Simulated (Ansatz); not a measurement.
Isolated molecules relaxed with PBE0-D4/def2-TZVP in Ansatz; ΔE leaves out vibrations. CCSD(T)/CBS adds triple-zeta CCSD(T) − MP2 to the extrapolated MP2 energy (def2 sets, frozen cores). This one scheme is used for every species. def2 core potentials past Kr. For In outer-core shells are correlated without core-valence functions, which leaves a few kJ/mol of doubt a bond. One conformer a species, not always the lowest.

Reaction (formal exchange of groups at the In–O bond): `C[O][In]([OH])[SH]` + CH₄ → `C[O][In]([CH3])[SH]` + H₂O

```
              species  HF/def2-TZVPP energy (Eh)
 `C[O][In]([OH])[SH]`                 -777.39239
                  CH₄                  -40.21433
`C[O][In]([CH3])[SH]`                 -741.52601
                  H₂O                  -76.06237
```

Problem. Work out ΔE.

Solution. ΔE = (-741.52601) + (-76.06237) − (-777.39239) − (-40.21433) = 0.01834 Eh = +48.2 kJ/mol. CCSD(T)/CBS gives +37.4 kJ/mol.

Largest T1 diagnostic among the species: 0.016.

From PBE to PBE0 (25 % exact exchange), in def2-TZVPP and without D4, ΔE moves by −4.8 kJ/mol. The D4 term adds −3.1 kJ/mol with B3LYP and −1.8 kJ/mol with PBE0; it sums over pairs of atoms, weighted by their polarisabilities, and B3LYP, whose exchange is more repulsive, gets the larger term. In def2-TZVPP, CCSD(T) changes the Hartree–Fock value by −12.3 kJ/mol (the triples alone add +0.3 kJ/mol) and MP2 by −13.8 kJ/mol.

B3LYP here is the variant with VWN-RPA as its local correlation; programs differ in this.
